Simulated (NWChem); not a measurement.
Molecule: C$_{3}$H$_{4}$F$_{2}$Si; SMILES C=C=C[SiH](F)F

```xyz
10

C      0.3543    -3.0695     0.0000
C     -0.2418    -1.9066     0.0000
C     -0.7959    -0.7171     0.0000
Si     0.2816     0.7777     0.0000
F     -0.0491     1.7002    -1.2846
F     -0.0491     1.7002     1.2846
H      0.6062    -3.5733    -0.9385
H      0.6062    -3.5733     0.9385
H     -1.8910    -0.6287     0.0000
H      1.7205     0.4426     0.0000
```
Atoms are numbered in this order, from 1.

Program: NWChem. All runs use the structure optimised with PBE0/def2-SVP. B3LYP is NWChem's, with the RPA form of VWN correlation. Total energies compare along this basis series because the functional is fixed.

| level | basis functions | energy (Ha) | highest occupied level (eV) | orbital gap (eV) | dipole (D) | relative time |
|---|---|---|---|---|---|---|
| B3LYP/def2-SVP | 108 | -605.6584 | -7.72 | 6.82 | 2.58 | 1 |
| B3LYP/def2-SVPD | 162 | -605.6864 | -7.89 | 6.78 | 2.83 | 3 |
| B3LYP/def2-TZVP | 216 | -606.1595 | -7.82 | 6.75 | 2.66 | 3 |
| B3LYP/def2-TZVPP | 253 | -606.1611 | -7.82 | 6.75 | 2.66 | 5 |

Relative times are rough (shared machine, one core).
